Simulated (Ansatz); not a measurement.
Ansatz (a first-principles code) input (B3LYP-D3(BJ)/def2-TZVP):

Ansatz 0.2 input:
```yaml
crystal:
  periodic: [false, false, false]
  atoms:
    - {symbol: C, position_ang: [3.64150335, -0.19335333, 0.06409651]}
    - {symbol: C, position_ang: [2.23893742, -0.78852376, 0.14797416]}
    - {symbol: C, position_ang: [1.13894868, 0.23193060, -0.13358028]}
    - {symbol: C, position_ang: [-0.26559653, -0.35704567, -0.05144175]}
    - {symbol: C, position_ang: [-1.36050859, 0.68138960, -0.33399106]}
    - {symbol: C, position_ang: [-2.71981163, 0.13746961, -0.26118787]}
    - {symbol: C, position_ang: [-3.82207106, 0.26896666, 0.42503534]}
    - {symbol: H, position_ang: [3.83546445, 0.21672941, -0.93001110]}
    - {symbol: H, position_ang: [3.76785616, 0.61771850, 0.78538630]}
    - {symbol: H, position_ang: [4.40716346, -0.94354102, 0.26964265]}
    - {symbol: H, position_ang: [2.14930507, -1.61799436, -0.56086749]}
    - {symbol: H, position_ang: [2.08244648, -1.22026588, 1.14176767]}
    - {symbol: H, position_ang: [1.29384045, 0.66475369, -1.12849655]}
    - {symbol: H, position_ang: [1.22757280, 1.06288537, 0.57551588]}
    - {symbol: H, position_ang: [-0.43114054, -0.78607784, 0.94082549]}
    - {symbol: H, position_ang: [-0.36416468, -1.18074988, -0.76389405]}
    - {symbol: H, position_ang: [-1.27249074, 1.51099659, 0.38660826]}
    - {symbol: H, position_ang: [-1.19351309, 1.11932227, -1.32420651]}
    - {symbol: H, position_ang: [-3.90288616, 0.99796337, 1.23624677]}
    - {symbol: H, position_ang: [-4.70786343, -0.32674233, 0.23005242]}
basis:
  gaussian:
    orbitals: def2-TZVP
hamiltonian:
  xc: b3lyp
  dispersion: d3bj
magnetization: {spin_polarized: true, initial_magnetization: 1}
phonons: {temperatures: {t_min: 298.15, t_max: 298.15, t_step: 100}}
```

Output:

```
Functional definition: B3LYP
integrals: 0.27 GiB planned
1832 factors; their error is unknown
0.36 GiB of the device are held for the grids
1.92 GiB of device memory are held for the factors and their scratch space
mean field: 2.30 GiB planned
mean field evaluation 1: about -7453.8242 eV, gradient 6.1e1 eV
mean field evaluation 2: about -7444.5374 eV, gradient 7.3e1 eV
mean field evaluation 4: about -7471.9351 eV, gradient 4.5e0 eV
mean field evaluation 8: about -7472.0279 eV, gradient 1.3e-1 eV
mean field evaluation 16: about -7471.9823 eV, gradient 2.8e-3 eV
mean field -7471.98231224 eV, -274.5902852833 hartree, gradient 2.4e-5 eV, S^2 0.758319; 0 other end points of the search recorded, 0 dependent functions left out
the calculation of the forces begins
reference -7471.98268655 eV, -274.5902990390 hartree; 28, 27 occupied and 267, 268 virtual orbitals, 1832 factors
these checks for a lower state are left out or cut short: stability, starts, cluster_reference, orbital_swaps, neighbouring_geometries, increment
integrals: 0.27 GiB planned
1832 factors; their error is unknown
0.36 GiB of the device are held for the grids
1.92 GiB of device memory are held for the factors and their scratch space
mean field: 2.30 GiB planned
mean field -7471.98221899 eV, -274.5902818563 hartree, gradient 2.4e-6 eV, S^2 0.758319; 0 other end points of the search recorded, 0 dependent functions left out
the calculation of the forces begins
reference -7471.98259322 eV, -274.5902956092 hartree; 28, 27 occupied and 267, 268 virtual orbitals, 1832 factors
these checks for a lower state are left out or cut short: stability, starts, cluster_reference, orbital_swaps, neighbouring_geometries, increment
integrals: 0.27 GiB planned
1832 factors; their error is unknown
0.36 GiB of the device are held for the grids
1.92 GiB of device memory are held for the factors and their scratch space
mean field: 2.30 GiB planned
mean field evaluation 32: about -7472.0300 eV, gradient 6.3e-4 eV
mean field -7471.98211161 eV, -274.5902779104 hartree, gradient 2.4e-6 eV, S^2 0.758319; 0 other end points of the search recorded, 0 dependent functions left out
the calculation of the forces begins
reference -7471.98248600 eV, -274.5902916690 hartree; 28, 27 occupied and 267, 268 virtual orbitals, 1832 factors
these checks for a lower state are left out or cut short: stability, starts, cluster_reference, orbital_swaps, neighbouring_geometries, increment
integrals: 0.27 GiB planned
1832 factors; their error is unknown
0.36 GiB of the device are held for the grids
1.92 GiB of device memory are held for the factors and their scratch space
mean field: 2.30 GiB planned
mean field -7471.98214176 eV, -274.5902790184 hartree, gradient 2.4e-6 eV, S^2 0.758319; 0 other end points of the search recorded, 0 dependent functions left out
the calculation of the forces begins
reference -7471.98251605 eV, -274.5902927731 hartree; 28, 27 occupied and 267, 268 virtual orbitals, 1832 factors
these checks for a lower state are left out or cut short: stability, starts, cluster_reference, orbital_swaps, neighbouring_geometries, increment
integrals: 0.27 GiB planned
1832 factors; their error is unknown
0.36 GiB of the device are held for the grids
1.92 GiB of device memory are held for the factors and their scratch space
mean field: 2.30 GiB planned
mean field -7471.98214948 eV, -274.5902793021 hartree, gradient 2.4e-6 eV, S^2 0.758319; 0 other end points of the search recorded, 0 dependent functions left out
[...]
1832 factors; their error is unknown
0.36 GiB of the device are held for the grids
1.92 GiB of device memory are held for the factors and their scratch space
mean field: 2.30 GiB planned
mean field evaluation 800: about -7471.9823 eV, gradient 2.5e-6 eV
mean field -7471.98226859 eV, -274.5902836793 hartree, gradient 2.5e-6 eV, S^2 0.758324; 0 other end points of the search recorded, 0 dependent functions left out
the calculation of the forces begins
reference -7471.98264295 eV, -274.5902974367 hartree; 28, 27 occupied and 267, 268 virtual orbitals, 1832 factors
these checks for a lower state are left out or cut short: stability, starts, cluster_reference, orbital_swaps, neighbouring_geometries, increment
integrals: 0.27 GiB planned
1832 factors; their error is unknown
0.36 GiB of the device are held for the grids
1.92 GiB of device memory are held for the factors and their scratch space
mean field: 2.30 GiB planned
mean field -7471.98226163 eV, -274.5902834235 hartree, gradient 2.4e-6 eV, S^2 0.758314; 0 other end points of the search recorded, 0 dependent functions left out
the calculation of the forces begins
reference -7471.98263590 eV, -274.5902971775 hartree; 28, 27 occupied and 267, 268 virtual orbitals, 1832 factors
these checks for a lower state are left out or cut short: stability, starts, cluster_reference, orbital_swaps, neighbouring_geometries, increment
integrals: 0.27 GiB planned
1832 factors; their error is unknown
0.36 GiB of the device are held for the grids
1.92 GiB of device memory are held for the factors and their scratch space
mean field: 2.30 GiB planned
mean field -7471.98226779 eV, -274.5902836498 hartree, gradient 2.5e-6 eV, S^2 0.758326; 0 other end points of the search recorded, 0 dependent functions left out
the calculation of the forces begins
reference -7471.98264214 eV, -274.5902974070 hartree; 28, 27 occupied and 267, 268 virtual orbitals, 1832 factors
these checks for a lower state are left out or cut short: stability, starts, cluster_reference, orbital_swaps, neighbouring_geometries, increment
integrals: 0.27 GiB planned
1832 factors; their error is unknown
0.36 GiB of the device are held for the grids
1.92 GiB of device memory are held for the factors and their scratch space
mean field: 2.30 GiB planned
mean field -7471.98224323 eV, -274.5902827473 hartree, gradient 2.5e-6 eV, S^2 0.758312; 0 other end points of the search recorded, 0 dependent functions left out
the calculation of the forces begins
reference -7471.98261750 eV, -274.5902965016 hartree; 28, 27 occupied and 267, 268 virtual orbitals, 1832 factors
these checks for a lower state are left out or cut short: stability, starts, cluster_reference, orbital_swaps, neighbouring_geometries, increment
integrals: 0.27 GiB planned
1832 factors; their error is unknown
0.36 GiB of the device are held for the grids
1.92 GiB of device memory are held for the factors and their scratch space
mean field: 2.30 GiB planned
mean field -7471.98221854 eV, -274.5902818399 hartree, gradient 2.4e-6 eV, S^2 0.758315; 0 other end points of the search recorded, 0 dependent functions left out
the calculation of the forces begins
reference -7471.98259280 eV, -274.5902955936 hartree; 28, 27 occupied and 267, 268 virtual orbitals, 1832 factors
these checks for a lower state are left out or cut short: stability, starts, cluster_reference, orbital_swaps, neighbouring_geometries, increment
integrals: 0.27 GiB planned
1832 factors; their error is unknown
0.36 GiB of the device are held for the grids
1.92 GiB of device memory are held for the factors and their scratch space
mean field: 2.30 GiB planned
mean field evaluation 832: about -7471.9823 eV, gradient 6.0e-4 eV
mean field -7471.98225628 eV, -274.5902832267 hartree, gradient 2.5e-6 eV, S^2 0.758323; 0 other end points of the search recorded, 0 dependent functions left out
the calculation of the forces begins
reference -7471.98263064 eV, -274.5902969844 hartree; 28, 27 occupied and 267, 268 virtual orbitals, 1832 factors
these checks for a lower state are left out or cut short: stability, starts, cluster_reference, orbital_swaps, neighbouring_geometries, increment
integrals: 0.27 GiB planned
1832 factors; their error is unknown
0.36 GiB of the device are held for the grids
1.92 GiB of device memory are held for the factors and their scratch space
mean field: 2.30 GiB planned
mean field -7471.98226968 eV, -274.5902837193 hartree, gradient 2.4e-6 eV, S^2 0.758318; 0 other end points of the search recorded, 0 dependent functions left out
the calculation of the forces begins
reference -7471.98264394 eV, -274.5902974730 hartree; 28, 27 occupied and 267, 268 virtual orbitals, 1832 factors
these checks for a lower state are left out or cut short: stability, starts, cluster_reference, orbital_swaps, neighbouring_geometries, increment
integrals: 0.27 GiB planned
1832 factors; their error is unknown
0.36 GiB of the device are held for the grids
1.92 GiB of device memory are held for the factors and their scratch space
mean field: 2.30 GiB planned
mean field -7471.98227944 eV, -274.5902840779 hartree, gradient 2.5e-6 eV, S^2 0.758320; 0 other end points of the search recorded, 0 dependent functions left out
the calculation of the forces begins
reference -7471.98265381 eV, -274.5902978357 hartree; 28, 27 occupied and 267, 268 virtual orbitals, 1832 factors
these checks for a lower state are left out or cut short: stability, starts, cluster_reference, orbital_swaps, neighbouring_geometries, increment
integrals: 0.27 GiB planned
1832 factors; their error is unknown
0.36 GiB of the device are held for the grids
1.92 GiB of device memory are held for the factors and their scratch space
mean field: 2.30 GiB planned
mean field -7471.98230125 eV, -274.5902848793 hartree, gradient 2.5e-6 eV, S^2 0.758320; 0 other end points of the search recorded, 0 dependent functions left out
the calculation of the forces begins
reference -7471.98267558 eV, -274.5902986358 hartree; 28, 27 occupied and 267, 268 virtual orbitals, 1832 factors
these checks for a lower state are left out or cut short: stability, starts, cluster_reference, orbital_swaps, neighbouring_geometries, increment
integrals: 0.27 GiB planned
1832 factors; their error is unknown
0.36 GiB of the device are held for the grids
1.92 GiB of device memory are held for the factors and their scratch space
mean field: 2.30 GiB planned
mean field -7471.98229586 eV, -274.5902846812 hartree, gradient 2.4e-6 eV, S^2 0.758318; 0 other end points of the search recorded, 0 dependent functions left out
the calculation of the forces begins
reference -7471.98267015 eV, -274.5902984362 hartree; 28, 27 occupied and 267, 268 virtual orbitals, 1832 factors
Total energy: -7472.67392242 eV, -274.6157014885 hartree
Atom 0 at     3.641503    -0.193353     0.064097 Å, force    -0.000032    -0.000300     0.000189 eV/Å
Atom 1 at     2.238937    -0.788524     0.147974 Å, force     0.000734     0.000665    -0.000132 eV/Å
Atom 2 at     1.138949     0.231931    -0.133580 Å, force     0.000423    -0.000022    -0.000151 eV/Å
Atom 3 at    -0.265597    -0.357046    -0.051442 Å, force    -0.000629     0.001431    -0.000373 eV/Å
Atom 4 at    -1.360509     0.681390    -0.333991 Å, force     0.000920     0.000152    -0.000358 eV/Å
Atom 5 at    -2.719812     0.137470    -0.261188 Å, force    -0.000859    -0.000204     0.000847 eV/Å
Atom 6 at    -3.822071     0.268967     0.425035 Å, force    -0.000328     0.000153    -0.000697 eV/Å
Atom 7 at     3.835464     0.216729    -0.930011 Å, force    -0.000149    -0.000151     0.000114 eV/Å
Atom 8 at     3.767856     0.617718     0.785386 Å, force    -0.000148    -0.000189    -0.000095 eV/Å
Atom 9 at     4.407163    -0.943541     0.269643 Å, force     0.000304     0.000154    -0.000108 eV/Å
Atom 10 at     2.149305    -1.617994    -0.560867 Å, force    -0.000127    -0.000084    -0.000159 eV/Å
Atom 11 at     2.082446    -1.220266     1.141768 Å, force    -0.000175    -0.000067     0.000080 eV/Å
Atom 12 at     1.293840     0.664754    -1.128497 Å, force    -0.000123    -0.000246     0.000311 eV/Å
Atom 13 at     1.227573     1.062885     0.575516 Å, force    -0.000143    -0.000422     0.000008 eV/Å
Atom 14 at    -0.431141    -0.786078     0.940825 Å, force    -0.000018     0.000034     0.000324 eV/Å
Atom 15 at    -0.364165    -1.180750    -0.763894 Å, force     0.000118    -0.000247     0.000009 eV/Å
Atom 16 at    -1.272491     1.510997     0.386608 Å, force     0.000030    -0.000210     0.000025 eV/Å
Atom 17 at    -1.193513     1.119322    -1.324207 Å, force    -0.000250    -0.000108     0.000179 eV/Å
Atom 18 at    -3.902886     0.997963     1.236247 Å, force     0.000376    -0.000160    -0.000086 eV/Å
Atom 19 at    -4.707863    -0.326742     0.230052 Å, force     0.000077    -0.000180     0.000073 eV/Å
Dipole moment:     0.173940     0.079565     0.058056 e Å
Vibrations: 57.01 72.32 110.67 131.01 152.39 245.20 269.18 314.60 377.97 430.15 567.00 736.01 759.89 842.16 886.91 889.15 923.90 967.92 1009.35 1021.14 1046.31 1070.50 1132.54 1145.47 1229.50 1260.35 1289.72 1325.42 1330.41 1335.69 1378.55 1402.28 1415.82 1420.18 1455.69 1487.68 1491.70 1499.82 1502.81 1513.93 1742.31 2934.82 2999.79 3013.78 3018.42 3019.73 3025.79 3029.79 3030.34 3042.94 3068.03 3084.68 3090.95 3151.25 cm⁻¹, zero-point energy 4.881937 eV
```

It need not be the lowest isomer of its formula.
